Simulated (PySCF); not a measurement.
Species: C4H4NO2 (charge -1).
Atom-mapped SMILES: `[H]/[N:4]=[CH:3]\[C:2](=[CH2:1])[C:5](=[O:6])[O-:7]` (hydrogens: H8, H9 on C1; H10 on C3; H11 on N4)

The calculation used TDDFT PBE0/def2-SVPD, vertical, gas phase, core orbitals frozen in the response in PySCF 2.14.0, density-fitted response routines. Geometry: GFN2-xTB, one conformer, isolated ion. Torsions of this conformer, `[H]/[N:4]=[CH:3]\[C:2](=[CH2:1])[C:5](=[O:6])[O-:7]`: C1–C2–C3–N4 180°, C1–C2–C5–O6 180°.

Problem. What does the calculation give for the low-lying excited states?

Solution. 

```json
{"state": "S1", "E (eV)": "3.33", "λ (nm)": "372.3", "f": "0.0002", "symmetry": "–", "main configurations (H = HOMO, L = LUMO)": "H→L (93%)"}
{"state": "S2", "E (eV)": "3.62", "λ (nm)": "342.2", "f": "0.0000", "symmetry": "–", "main configurations (H = HOMO, L = LUMO)": "H-1→L (92%)"}
{"state": "S3", "E (eV)": "4.19", "λ (nm)": "295.7", "f": "0.0003", "symmetry": "–", "main configurations (H = HOMO, L = LUMO)": "H-2→L (99%)"}
{"state": "S4", "E (eV)": "4.81", "λ (nm)": "258.0", "f": "0.0038", "symmetry": "A″", "main configurations (H = HOMO, L = LUMO)": "H-4→L (87%), H→L+2 (10%)"}
{"state": "S5", "E (eV)": "5.47", "λ (nm)": "226.5", "f": "0.013", "symmetry": "A′", "main configurations (H = HOMO, L = LUMO)": "H→L+1 (93%)"}
{"state": "S6", "E (eV)": "5.49", "λ (nm)": "226.0", "f": "0.0006", "symmetry": "–", "main configurations (H = HOMO, L = LUMO)": "H→L+2 (87%), H-4→L (10%)"}
```

Triplets, Tamm–Dancoff:

| state | E (eV) | λ (nm) | main configurations (H = HOMO, L = LUMO) |
| --- | --- | --- | --- |
| T1 | 3.07 | 404.5 | H→L (82%), H-1→L (10%) |
| T2 | 3.31 | 374.7 | H-3→L (71%), H-2→L (25%) |

The lowest singlet comes at 372 nm (321 kJ/mol) in the ultraviolet; it is dark (f under 0.0005); its leading configuration is HOMO→LUMO (93%). The most intense listed level is S5 at 5.47 eV (226 nm, f = 0.013), 2.14 eV above S1. Löwdin shares by element: HOMO oxygen 67%, nitrogen 12%, carbon 7% or more; LUMO carbon 62% or more, nitrogen 21% (atoms not listed hold the other 18%). Orbital energies (eV): HOMO-3 -3.59, HOMO-2 -2.59, HOMO-1 -2.25, HOMO -2.09, LUMO 2.66, LUMO+1 4.23, LUMO+2 4.94. Weighted by f, the mean energy of these states is 5.28 eV. Of the 6 states listed, 1 reaches f = 0.01 and 3 stay under 0.0005. No computed singlet lies in the visible range (380 to 750 nm); the lowest, at 372 nm, stands 0.07 eV above its violet end (3.26 eV); a Tamm–Dancoff triplet lies at 404 nm, without intensity as long as spin–orbit coupling is left out. No detachment energy is given for this anion; states above it aren't bound, and a finite basis only mimics them. Symmetry labels in Cs follow from the direction of the transition dipole and are given only for states with f of 0.002 or more. Singlets were solved by full linear response, triplets in the Tamm–Dancoff approximation.
